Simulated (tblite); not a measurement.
Task: What does the GFN2-xTB structure of `CCc1nnn(CC)c1C` look like in three dimensions?

Result: 
```
atom  x, y, z in Å
C1    -2.9387   -0.6545    0.9364
C2    -2.5894    0.0086   -0.3965
C3    -1.1612   -0.2149   -0.7518
N4    -0.7683   -1.1664   -1.6238
N5     0.5062   -1.1522   -1.7268
N6     0.9923   -0.2002   -0.9349
C7     2.4078    0.0255   -0.8433
C8     3.0029   -0.6221    0.4039
C9    -0.0242    0.4267   -0.2872
C10    0.1536    1.5441    0.6698
H11   -3.9885   -0.4981    1.1731
H12   -2.7514   -1.7241    0.8805
H13   -2.3361   -0.2401    1.7426
H14   -2.7897    1.0821   -0.3370
H15   -3.2056   -0.4173   -1.1888
H16    2.5999    1.1029   -0.8429
H17    2.8474   -0.4163   -1.7403
H18    2.7963   -1.6894    0.4017
H19    2.5805   -0.1859    1.3058
H20    4.0791   -0.4739    0.4171
H21    0.4564    1.1734    1.6501
H22   -0.7872    2.0772    0.7840
H23    0.9132    2.2419    0.3185
```

Orientation and origin are arbitrary. Atoms count from 1 in this order. N5 (pyridine-type nitrogen) is bent (angle 108.9°). The N–N distances run from 1.279 Å (N4–N5, aromatic) to 1.330 Å (N5–N6, aromatic), a spread of 0.051 Å. The 5-membered ring C3–N4–N5–N6–C9 has internal angles of 103.9° to 109.9°; it is planar, 0.00 Å rms from its mean plane, widest ring torsion 0°. N4 (pyridine-type nitrogen) is bent (angle 109.5°).

Bonds between heavy atoms (Å): C1–C2 1.529, C2–C3 1.489, C3–N4 1.349, N4–N5 1.279, N5–N6 1.330, N6–C7 1.436, C7–C8 1.526, N6–C9 1.359, C9–C10 1.482, C3–C9 1.386.

Computed geometry: GFN2-xTB, gas phase.

Point group: C1 (no symmetry element, even within 0.4 Å). Its GFN2-xTB frequencies are all real (lowest 44 cm⁻¹). The numbers are those of one conformer (C1–C2–C3–N4 99°, N5–N6–C7–C8 -100°).
